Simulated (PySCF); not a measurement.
Delta-SCF ions had no search for a lower state. Excitations are Tamm–Dancoff values on a coarser integration grid. The basis has no diffuse functions, so Rydberg states are missing or too high.

Cartesian coordinates (Å):
```xyz
17

C     -0.9516    -1.9834     0.1459
O     -1.1422    -1.2610    -1.0507
Sn     0.0438     0.2651    -1.5232
O      1.9556    -0.1795    -1.2705
C      2.5513    -0.1812     0.0118
O     -0.2757     1.6574    -0.1350
C     -1.5764     1.9639     0.3166
H     -0.9630    -1.3380     1.0464
H     -1.7750    -2.7112     0.2485
H     -0.0009    -2.5513     0.1514
H     -0.2551     0.6858    -3.1465
H      2.2397     0.6794     0.6307
H      3.6461    -0.1315    -0.1167
H      2.3218    -1.1062     0.5760
H     -1.4926     2.5531     1.2462
H     -2.1807     1.0643     0.5417
H     -2.1451     2.5742    -0.4129
```
Charge 0, multiplicity 1.

Task: Estimate the S1 excitation (TDA), S1 oscillator strength, vertical ionisation energy (Delta-SCF), dipole moment and S1–T1 gap (TDA) that PySCF 2.14.0 with M06-2X/def2-TZVP // B3LYP-D3(BJ)/def2-SVP returns for this input.

Result: 
The S1 excitation (TDA) comes out as 5.95 eV and the S1 oscillator strength is 0.007. The vertical ionisation energy (Delta-SCF) is 10.08 eV. The dipole moment is 0.95 D. The S1–T1 gap (TDA) is 0.51 eV.
